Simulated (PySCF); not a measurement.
Species: C₂H₄N₂OSSi.
Atom-mapped SMILES: `[SiH3:1][O:2][c:3]1[cH:4][n:5][s:6][n:7]1` (hydrogens: H8, H9, H10 on Si1; H11 on C4)

Geometry (GFN2-xTB, Å), atoms numbered from 1 in this order:
```xyz
11
C2H4N2OSSi angstrom
Si    -1.9115   -0.5161   -0.6798
O     -0.8371    0.3780    0.2015
C      0.4667    0.2087    0.2306
C      1.3730    0.9893    0.9994
N      2.6159    0.6120    0.8465
S      2.6728   -0.6380   -0.1866
N      1.0767   -0.7263   -0.4694
H     -1.8455   -1.9131   -0.2621
H     -3.1126    0.1848   -0.2506
H     -1.6102   -0.3833   -2.1018
H      1.1172    1.8066    1.6464
```

PySCF, density fitting, gas phase, GFN2-xTB geometry. The standard run uses grid level 2 after a coarse-grid start, the def2-universal JK fitting basis (with tight functions added where the orbital basis needs them), an energy threshold of 1e-9 Eh and DIIS. The changed runs have no coarse-grid stage.

**Question.** Standard PBE0/pcSseg-1: E = -950.418683 Eh, HOMO -7.410 eV, LUMO -1.433 eV, dipole 1.607 D, 15 cycles (coarse-grid cycles included). What changes at PBE0/pcSseg-1 with: grid level 1, level shift 0.2 Eh?

**Answer.** E = -950.418638 Eh (+0.045 mEh), HOMO -7.410 eV (0.000), LUMO -1.433 eV (0.000), dipole 1.607 D (0.000), 11 SCF cycles. Of the changed settings only the grid enters the energy expression; the total energy moves by 0.03 kcal/mol.

The cycles:
```
cycle   1  E = -950.3154269027  dE =  1.470e+00  |g| = 7.036e-01  |ddm| = 3.358e+00
cycle   2  E = -950.3398752686  dE = -2.445e-02  |g| = 6.919e-01  |ddm| = 8.956e-01
cycle   3  E = -950.4165591085  dE = -7.668e-02  |g| = 9.516e-02  |ddm| = 3.240e-01
cycle   4  E = -950.4183995461  dE = -1.840e-03  |g| = 3.369e-02  |ddm| = 1.065e-01
cycle   5  E = -950.4186118813  dE = -2.123e-04  |g| = 1.067e-02  |ddm| = 3.254e-02
cycle   6  E = -950.4186351031  dE = -2.322e-05  |g| = 3.412e-03  |ddm| = 1.148e-02
cycle   7  E = -950.4186372362  dE = -2.133e-06  |g| = 1.315e-03  |ddm| = 3.957e-03
cycle   8  E = -950.4186376276  dE = -3.914e-07  |g| = 3.336e-04  |ddm| = 1.366e-03
cycle   9  E = -950.4186376622  dE = -3.460e-08  |g| = 1.056e-04  |ddm| = 6.172e-04
cycle  10  E = -950.4186376670  dE = -4.825e-09  |g| = 3.552e-05  |ddm| = 2.236e-04
cycle  11  E = -950.4186376679  dE = -8.488e-10  |g| = 1.510e-05  |ddm| = 8.758e-05
```
